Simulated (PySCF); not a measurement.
# Iodine: a sound run and one with changed settings

Sound run: I [Kr] 4d10 5s2 5p5, I⁺ [Kr] 4d10 5s2 5p4. Computed with PySCF 2.14 in x2c-SVPall, with the spin-free X2C one-electron Hamiltonian (Gaussian nucleus). The sound run starts from symmetry-adapted Hartree-Fock orbitals and uses a fine grid where one is needed.

Changed run: 14 angular points. This setting is unsound on purpose.

```tsv
species	method	sound run (hartree)	changed run (hartree)	converged
I	UHF	-7111.89438	-7111.89438	yes
I	B3LYP	-7114.87112	-7114.87107	yes
I	BP86	-7115.58810	-7115.58820	yes
I⁺	UHF	-7111.54266	-7111.54266	yes
I⁺	B3LYP	-7114.48149	-7114.48139	yes
I⁺	BP86	-7115.19616	-7115.19594	yes
```

Ionisation energy of I:

| method | sound run (eV) | changed run (eV) |
| --- | --- | --- |
| UHF | 9.571 | 9.571 |
| B3LYP | 10.602 | 10.604 |
| BP86 | 10.665 | 10.674 |

A coarse angular grid integrates products of high-l functions wrongly, so density functionals can shift, and the SCF can exploit the error; Hartree-Fock and MP2 need no grid.

For comparison, NIST gives 10.451 eV between the lowest levels.
